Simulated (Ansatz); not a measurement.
This geometry of F₂GeH₆Si₂ (11 atoms, charge 0, multiplicity 1) is a first-order saddle point.

Method: RKS BLYP-D4/def2-SVP in Ansatz 0.2.0.

```xyz
11
Properties=species:S:1:pos:R:3
F -1.706 1.712 -0.120
Ge -1.345 0.684 1.290
Si 0.259 -0.927 0.452
F -0.565 -2.315 0.096
Si 1.258 -0.056 -1.522
H -2.711 0.089 1.746
H -0.781 1.653 2.375
H 1.263 -1.258 1.522
H 0.672 1.287 -1.830
H 2.742 0.076 -1.335
H 0.979 -1.003 -2.652
```

(1) Which two structures does it join? (They come from a converged band through this point; their orientation in space is the band's.)

(2) How far does it lie above each of them?

Answers

(1) No bond is made or broken. The dihedral Ge2–Si3–Si5–H11 goes from -59 to -179°. The two ends are copies of one structure, up to a mirror image or an exchange of like atoms.

Initial state:

```xyz
11
Properties=species:S:1:pos:R:3
F -1.527 1.600 -0.312
Ge -1.442 0.594 1.164
Si 0.444 -0.827 0.620
F -0.073 -2.394 0.533
Si 1.186 -0.066 -1.492
H -2.823 -0.118 1.280
H -1.244 1.600 2.338
H 1.506 -0.753 1.682
H 1.603 1.366 -1.344
H 2.361 -0.876 -1.960
H 0.074 -0.183 -2.487
```

Final state:

```xyz
11
Properties=species:S:1:pos:R:3
F -1.189 1.887 -0.070
Ge -1.285 0.712 1.275
Si 0.289 -0.962 0.507
F -0.517 -2.385 0.263
Si 1.131 -0.109 -1.531
H -2.775 0.265 1.350
H -0.888 1.514 2.552
H 1.361 -1.214 1.531
H 0.000 0.109 -2.488
H 1.819 1.190 -1.234
H 2.118 -1.065 -2.135
```

(2) 7.5 kJ/mol above the first and 7.5 kJ/mol above the second. This is the barrier of this one path; another mechanism may lie lower.

Time of the run: 4.9 min on 2 threads of Arm Neoverse V2 (shared host), peak memory 0.18 GiB.
